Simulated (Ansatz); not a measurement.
```yaml
crystal:
  periodic: [false, false, false]
  atoms:
    - {symbol: C, position_ang: [-0.452423, 1.952472, -2.483116]}
    - {symbol: O, position_ang: [-0.667633, 0.903031, -1.603366]}
    - {symbol: Hf, position_ang: [-0.681426, -0.497101, -0.294758]}
    - {symbol: C, position_ang: [-2.186190, 0.308727, 1.168740]}
    - {symbol: N, position_ang: [-1.631799, -2.092645, -1.147594]}
    - {symbol: C, position_ang: [0.559765, -2.010895, 1.393077]}
    - {symbol: C, position_ang: [1.239724, -2.135104, 0.163443]}
    - {symbol: C, position_ang: [1.793953, -0.880357, -0.153327]}
    - {symbol: C, position_ang: [1.464158, 0.040940, 0.880524]}
    - {symbol: Si, position_ang: [1.978203, 1.821836, 0.960597]}
    - {symbol: C, position_ang: [0.694291, -0.681356, 1.833209]}
    - {symbol: H, position_ang: [0.584788, 2.303189, -2.430678]}
    - {symbol: H, position_ang: [-0.657000, 1.640604, -3.513450]}
    - {symbol: H, position_ang: [-1.110191, 2.795122, -2.243245]}
    - {symbol: H, position_ang: [-3.105868, 0.555253, 0.623394]}
    - {symbol: H, position_ang: [-2.459431, -0.399537, 1.957560]}
    - {symbol: H, position_ang: [-1.844076, 1.229206, 1.656471]}
    - {symbol: H, position_ang: [-2.301773, -1.981220, -1.897210]}
    - {symbol: H, position_ang: [-1.539124, -3.076886, -0.949049]}
    - {symbol: H, position_ang: [0.008308, -2.792174, 1.896876]}
    - {symbol: H, position_ang: [1.305341, -3.026749, -0.442519]}
    - {symbol: H, position_ang: [2.365412, -0.647783, -1.041530]}
    - {symbol: H, position_ang: [0.844412, 2.678956, 1.396915]}
    - {symbol: H, position_ang: [3.099161, 2.012538, 1.919599]}
    - {symbol: H, position_ang: [2.430849, 2.252897, -0.388346]}
    - {symbol: H, position_ang: [0.268578, -0.272955, 2.737772]}
basis:
  gaussian: {orbitals: def2-TZVP}
hamiltonian: {xc: {name: BLYP}}
```

```sh
$ ansatz run in.yaml --threads 4 --pin off --events-out ev --progress --plain --max-ram 66560MiB --backend cuda --devices 0, --max-vram 37GiB
```

It prints (some lines left out):

```
Functional definition: BLYP
2823 factors; their error is unknown
mean field evaluation 1: about -20179.4521 eV, gradient 1.5e2 eV
mean field evaluation 2: about -19971.2940 eV, gradient 3.2e2 eV
mean field evaluation 4: about -20222.6282 eV, gradient 4.9e1 eV
mean field evaluation 8: about -20227.3155 eV, gradient 1.2e0 eV
mean field evaluation 16: about -20227.2338 eV, gradient 2.6e-2 eV
mean field -20227.23383114 eV, -743.3371327829 hartree, gradient 6.7e-5 eV, S^2 0.000000; 0 other end points of the search recorded, 0 dependent functions left out
reference -20227.23439755 eV, -743.3371535979 hartree; 49, 49 occupied and 397, 397 virtual orbitals, 2823 factors
Total energy: -20227.23439755 eV, -743.3371535979 hartree
```

It took 5.5 s on 4 threads of an AMD EPYC 7R13 on a shared host and a share of an NVIDIA H100 80 GB, with 1.9 GiB of host memory at the peak.
